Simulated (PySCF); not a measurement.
## Interval between two levels of Cu⁺ by level of theory

Cu⁺ [Ar] 3d10 → Cu⁺ [Ar] 3d9 4s1 [3D3, M_J = 3], as a difference of total energies. All numbers are calculated (PySCF 2.14, the two-component X2C-1e Hamiltonian, in x2c-TZVPall-2c with one added diffuse shell each of s, p, d type (7s8p5d1f, 63 functions)). Correlated levels: [Ne] frozen; the 6 highest virtual spinors dropped. "Screened" scales the spin-orbit matrix elements by Boettger's factors to mimic the two-electron term; Breit and QED terms are absent.

```
                    method  interval between two levels (cm⁻¹)
           GHF (spin-free)                              6675.3
          GMP2 (spin-free)                               30987
 GHF (screened spin-orbit)                              5799.6
GMP2 (screened spin-orbit)                               30099
```

Errors of the correlated levels include the incompleteness of this basis and the frozen core.

The labels give the starting determinants; with spin-orbit coupling the two ends relaxed to ⟨J²⟩ = 0.00, ⟨L²⟩ = 0.00, ⟨S²⟩ = 0.00 and ⟨J²⟩ = 12.01, ⟨L²⟩ = 6.01, ⟨S²⟩ = 2.00.

Q: Which method comes closest to the reference value, and which is furthest?

A: The reference is 21929 cm⁻¹ (measured; NIST Handbook of Basic Atomic Spectroscopic Data (Sansonetti and Martin, J. Phys. Chem. Ref. Data 34, 1559 (2005))). Closest: GMP2 (screened spin-orbit) (error 8170.3 cm⁻¹); furthest: GHF (screened spin-orbit) (error -16129 cm⁻¹).
